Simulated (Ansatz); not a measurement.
As₅O₆⁺. Total charge 1; singlet. Geometry PBE-D4/def2-SVP.

```csv
atom,x (Å),y (Å),z (Å)
As1,-1.810,1.404,-1.661
As2,1.227,-0.064,-1.678
As3,-1.313,0.507,1.701
As4,0.453,-2.098,0.833
As5,1.295,0.918,1.500
O6,1.541,-0.872,1.624
O7,0.702,-1.581,-0.905
O8,-0.505,0.490,-2.321
O9,1.244,1.124,-0.323
O10,-1.729,1.362,0.060
O11,-1.106,-1.191,1.171
```

The structure comes from a short search, and lower isomers may exist.

Task: Estimate the orbital energies around the gap (eV) in Ansatz with HF/STO-3G, PBE-D4/def2-TZVP, r2SCAN-D4/def2-TZVP, PBE0-D4/def2-TZVP, BHLYP-D4/def2-TZVP.

Result: 
```tsv
orbital	HF/STO-3G	PBE-D4/def2-TZVP	r2SCAN-D4/def2-TZVP	PBE0-D4/def2-TZVP	BHLYP-D4/def2-TZVP
HOMO−5	-14.16	-12.17	-12.57	-13.68	-15.17
HOMO−4	-13.38	-12.04	-12.46	-13.55	-14.85
HOMO−3	-13.17	-11.79	-12.16	-13.25	-14.60
HOMO−2	-12.40	-11.70	-12.08	-12.99	-14.07
HOMO−1	-12.13	-11.43	-11.76	-12.61	-13.63
HOMO	-10.65	-9.75	-10.01	-10.70	-11.53
LUMO	-2.47	-8.71	-8.82	-8.09	-7.26
LUMO+1	0.87	-7.01	-6.90	-6.15	-5.12
LUMO+2	1.28	-6.30	-6.18	-5.42	-4.38
LUMO+3	2.15	-5.99	-5.86	-5.12	-4.17
LUMO+4	2.52	-5.92	-5.76	-5.02	-3.98
LUMO+5	2.92	-5.74	-5.61	-4.85	-3.84
```
